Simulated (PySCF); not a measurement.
H₂CeO, valence singlet (4f shell in the core): molecular constants

All numbers come from PySCF, PBE0, basis Ce lcecp-2-TZVP with ECP46, O def2-TZVP, H def2-TZVP (scalar-relativistic core potentials, no spin–orbit coupling, density fitting).

The structure is a minimum.

| Property | Result |
| --- | --- |
| Point group | Cs |
| Bond lengths | Ce–H 2.024 Å (×2), Ce–O 1.832 Å |
| Bond angles | H–Ce–H 113.1°, H–Ce–O 104.0° (×2) |
| Principal quadrupole moments (Buckingham, traceless) about the centre of mass | -5.99, -5.03, 11.02 D Å |
| Dipole moment | 5.79 D |
| Rotational symmetry number | 1 |
| Rotational constants | 2.187, 0.3301, 0.3073 cm⁻¹ |
| Lowest empty level | -2.47 eV |
| Principal polarisabilities | 38.2, 58.5, 65.9 bohr³ |
| Highest occupied level | -7.34 eV |
| Entropy at 298.15 K and 1 bar | 271.8 J/(mol K) |
| Heat capacity Cp at 298.15 K | 52.3 J/(mol K) |
| Enthalpy at 298.15 K above 0 K | 12.00 kJ/mol |
| Zero-point energy | 32.0 kJ/mol |

Harmonic modes (masses in u: Ce 139.905, O 15.995, H 1.008):
```json
{"symmetry": "a'", "ω (cm⁻¹)": "447", "IR (km/mol)": "190", "type": "bend"}
{"symmetry": "a''", "ω (cm⁻¹)": "454", "IR (km/mol)": "3.2", "type": "bend"}
{"symmetry": "a'", "ω (cm⁻¹)": "527", "IR (km/mol)": "184", "type": "bend"}
{"symmetry": "a'", "ω (cm⁻¹)": "899", "IR (km/mol)": "253", "type": "stretch"}
{"symmetry": "a''", "ω (cm⁻¹)": "1491", "IR (km/mol)": "762", "type": "stretch"}
{"symmetry": "a'", "ω (cm⁻¹)": "1527", "IR (km/mol)": "263", "type": "stretch"}
```

Charges (e):
| atom | Mulliken | Löwdin | polar tensor | Mayer order to Ce1 |
| --- | --- | --- | --- | --- |
| Ce1 | 1.12 | 0.77 | 1.82 | – |
| O2 | -0.60 | -0.43 | -0.87 | 2.07 |
| H3,4 | -0.26 | -0.17 | -0.47 | 0.91 |

Mulliken populations on Ce1 (electrons outside its core potential): s 2.35, p 6.16, d 2.25, f 0.12.

Outer orbital energies (eV). occupied: -27.29, -27.07, -21.76, -9.30, -9.25, -8.90, -7.46, -7.34; empty: -2.47, -1.75, -1.38, -0.17.

Other isomers or separated fragments may lie lower. The 4f shell sits in the core potential, so its spin is not counted.

The final relaxation and frequency run took 31 s on 2 threads of a shared Arm Neoverse V2 host, with 90 basis functions and 14 gradients; the process peaked at 1.1 GiB. Launch command: `OMP_NUM_THREADS=2 python axn.py task.json out`.
